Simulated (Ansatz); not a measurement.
CBF₅ (`FB(F)C(F)(F)F`), 7 atoms. The species carries charge 0 and has multiplicity 1. All runs use 4 threads of an Arm Neoverse V2 on a shared host. Correlated methods freeze the cores.

(1) How many basis functions does each run have, and how long does it take in Ansatz? RKS B97M-V/def2-TZVPP energy; RKS ωB97M-V/def2-SVP energy; RHF-CCSD(T)/def2-SVP energy; RKS PBE0-D4/def2-TZVP relaxation (5 steps); RKS r2SCAN-D4/def2-TZVPP energy and forces; RKS PBE0-D4/def2-TZVP frequencies; RKS PBE-D4/def2-TZVPP energy and forces; direct RPA on PBE orbitals/def2-TZVPP energy; RKS ωB97M-V/def2-QZVPP energy; RKS BLYP-D4/def2-TZVPP energy; RHF-MP2/def2-QZVPP energy; RKS PBE0-D4/def2-QZVPP energy. (Best estimate.)

## Answers

(1) Computed: Other jobs shared the machine, so times are rough.

| level | job | functions | wall time | peak host memory (GiB) |
| --- | --- | --- | --- | --- |
| RKS BLYP-D4/def2-TZVPP | energy | 217 | 1.3 s | 0.24 |
| RKS PBE-D4/def2-TZVPP | energy and forces | 217 | 1.6 s | 0.24 |
| RKS ωB97M-V/def2-SVP | energy | 98 | 3.1 s | 0.4 |
| RKS r2SCAN-D4/def2-TZVPP | energy and forces | 217 | 3.2 s | 0.27 |
| direct RPA on PBE orbitals/def2-TZVPP | energy | 217 | 3.7 s | 0.49 |
| RKS PBE0-D4/def2-QZVPP | energy | 399 | 4.8 s | 1.2 |
| RKS B97M-V/def2-TZVPP | energy | 217 | 6.5 s | 0.32 |
| RHF-CCSD(T)/def2-SVP | energy | 98 | 6.5 s | 0.48 |
| RKS ωB97M-V/def2-QZVPP | energy | 399 | 13 s | 1.4 |
| RHF-MP2/def2-QZVPP | energy | 399 | 13 s | 1.9 |
| RKS PBE0-D4/def2-TZVP | relaxation (5 steps) | 217 | 15 s | 0.53 |
| RKS PBE0-D4/def2-TZVP | frequencies | 217 | 85 s | 0.54 |
